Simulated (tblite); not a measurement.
Isomers of C4H6FNSi. All values are computed: GFN2-xTB (tblite) harmonic vibrations without scaling, gas phase. Errors from tens to a few hundred cm⁻¹ against measured bands are possible. Modes of hydrogen on silicon can be 10 to 20 % off. One conformer each.

Electronic energies: GFN2-xTB at the same geometries; isomer energies are rough at this level and their order can be wrong.

```tsv
SMILES	electronic energy, lowest = 0 (kJ/mol)
C/C(=C\F)[SiH2]C#N	38.4
C#C/C(F)=C/[SiH2]N	51.8
C#C/C(F)=C\[SiH2]N	52.8
N#CC/C(F)=C\[SiH3]	0.0
C/C(=C/F)[SiH2]C#N	34.0
N#C/C=C\[C@H](F)[SiH3]	9.7
```

Problem. How do GFN2-xTB zero-point energies change the relative energies?

Solution. 
```
                SMILES  ZPE (kJ/mol)  of it from modes above 1550 cm⁻¹  electronic (kJ/mol)  with ZPE, lowest = 0 (kJ/mol)  lowest mode (cm⁻¹)  rings
    N#CC/C(F)=C\[SiH3]         219.4                             119.2                  0.0                            0.0                  34      0
N#C/C=C\[C@H](F)[SiH3]         218.8                             119.8                  9.7                            9.0                  55      0
    C/C(=C/F)[SiH2]C#N         225.1                             123.8                 34.0                           39.7                  13      0
    C/C(=C\F)[SiH2]C#N         225.5                             123.9                 38.4                           44.4                  29      0
    C#C/C(F)=C/[SiH2]N         220.5                             130.5                 51.8                           52.9                  36      0
    C#C/C(F)=C\[SiH2]N         220.4                             130.4                 52.8                           53.8                  16      0
```

The zero-point energies span 6.7 kJ/mol, from `N#C/C=C\[C@H](F)[SiH3]` to `C/C(=C\F)[SiH2]C#N`. The order is unchanged.

Problem. What do entropy and thermal enthalpy add at 298.15 K and 1 bar (rigid rotor, harmonic oscillator, one conformer each)?

Solution. 
```tsv
SMILES	point group	symmetry number	S (J/(mol K))	H − H(0) (kJ/mol)	ZPE + H − H(0) − TS (kJ/mol)
N#CC/C(F)=C\[SiH3]	C1	1	390.4	25.59	128.6
N#C/C=C\[C@H](F)[SiH3]	C1	1	385.7	25.59	129.3
C/C(=C\F)[SiH2]C#N	C1	1	398.8	26.80	133.4
C#C/C(F)=C/[SiH2]N	C1	1	399.1	27.36	128.9
```

Not tabulated: `C/C(=C/F)[SiH2]C#N` (lowest mode only 13 cm⁻¹); `C#C/C(F)=C\[SiH2]N` (lowest mode only 16 cm⁻¹).
